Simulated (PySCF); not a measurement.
A GIAO shielding run with PySCF 2.14.0 with density-fitted response routines (density fitting, non-relativistic, gas phase) on `FC(F)(F)SCC([SiH3])[SiH3]`, C3H9F3SSi2:

```
$ OMP_NUM_THREADS=1 python probes_run.py task.json out

{"job": {"kind": "nmr", "xc": "PBE0", "basis": "pcSseg-1"}, "charge": 0, "multiplicity": 1}
F      3.626008    -1.771301    -0.215741
C      2.587407    -0.956114    -0.063575
F      2.225927    -1.020175     1.224529
F      3.019259     0.292054    -0.270825
S      1.250426    -1.420505    -1.204446
C      0.238925     0.113404    -1.117522
C     -0.443356     0.349658     0.208013
Si    -1.524758     1.921200     0.068769
Si    -1.407065    -1.193800     0.801733
H      0.900569     0.930421    -1.409411
H     -0.485791    -0.047924    -1.915692
H      0.320371     0.565479     0.960978
H     -2.550807     1.697087    -0.951166
H     -0.676840     3.044399    -0.340103
H     -2.124278     2.199055     1.370826
H     -2.241409    -0.784517     1.930120
H     -2.229504    -1.660552    -0.315797
H     -0.493844    -2.251551     1.227652
```

Hardware: 1 thread of an Intel Xeon, shared host. The job also computes population analyses, field gradients.

Question: How large is the calculation?

Answer: 98 electrons, 219 basis functions and 1209 auxiliary functions.

Question: How long does it take, and how much memory does it need?

Answer: 85 s of wall time, with 14 SCF cycles and 5 response iterations; peak memory 1.1 GiB. Times on a shared host scatter by some tens of per cent.
